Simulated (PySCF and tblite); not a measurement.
Values are calculated unless marked as measured or tabulated.
C₁₄H₁₀F₂O₂S, numbered as in [CH3:1][c:2]1[cH:3][cH:4][c:5](-[c:6]2[s:7][c:8](-[c:9]3[cH:10][cH:11][c:12]([CH3:13])[o:14]3)[c:15]([F:16])[c:17]2[F:18])[o:19]1.

Free energies: PBE0-D3(BJ)/def2-SVP on GFN2-xTB structures plus GFN2-xTB thermal terms, symmetry and mirror images included. Conformers within 3 kcal/mol (GFN2-xTB free energy) were kept, 6 at most. (PySCF 2.14, tblite 0.8.)

Torsions listed: O19–C5–C6–S7, S7–C8–C9–O14.

| conformer | shape | symmetry |
| --- | --- | --- |
| 1 | 180°, 0° | Cs |
| 2 | 180°, 180° | C2v |
| 3 | 0°, 0° | C2v |

Problem. Which of these conformers is the most populated at 298.15 K, and with what share?

Solution. Conformer 3, about 91 %.

Problem. Give the DFT energies and free energies relative to the lowest, and all weights.

Solution. 
```csv
conformer,shape,E(DFT) kcal/mol,G(298.15 K) kcal/mol,weight %
1,"180°, 0°",1.93,1.41,8.5
2,"180°, 180°",3.90,3.69,0.2
3,"0°, 0°",0.00,0.00,91.4
```

Problem. How does its share change from 150 K to 400 K?

Solution. From 100 % to 82 %; the mixing entropy goes from 0.05 to 1.00 cal/(mol K).


Conformer gaps in def2-SVP on xTB geometries can be 2 kcal/mol too large for S=O, P=O and other polar bonds.